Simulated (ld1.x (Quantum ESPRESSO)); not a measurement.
# Ranking TM semilocal potentials for carbon (C)

All share these settings but for the change named:

* Element: C
* Generator: ld1.x (Quantum ESPRESSO) 7.5
* Type: norm-conserving Troullier–Martins (semilocal form)
* Functional: revPBE
* Relativity: non-relativistic
* Frozen core: [He]
* Valence charge: 4
* Reference configuration: 2s2 2p2
* Partial waves: 2p (bound): rc 2.90 bohr; 2s (bound): rc 1.10 bohr
* Local potential: the s channel
* Core correction: none

Test errors are all-electron minus pseudo excitation energies from the reference, over 2s2 2p1; 2s2 2p0; 2s1 2p0; 2s2 2p2.3; 2s2 2p1.5; 2s0 2p4; 2s1 2p3. None of these files shows a bound ghost.

The base gives 1792.5 meV.

Of 10 variants that were run, those that failed, showed a ghost or another fault, or gave nearly equal values are left out.

(1) Rank these variants by their largest absolute test error, smallest first.
A. wave 2p (bound): rc 2.90 bohr becomes 2p (bound): rc 2.08 bohr
B. wave 2p (bound): rc 2.90 bohr becomes 2p (bound): rc 2.40 bohr
C. wave 2p (bound): rc 2.90 bohr becomes 2p (bound): rc 3.74 bohr
D. wave 2p (bound): rc 2.90 bohr becomes 2p (bound): rc 3.46 bohr
E. wave 2p (bound): rc 2.90 bohr becomes 2p (bound): rc 3.02 bohr

Results:

(1) A (621.1 meV), B (1008.4 meV), E (2098.5 meV), D (3043.2 meV), C (3740.1 meV).
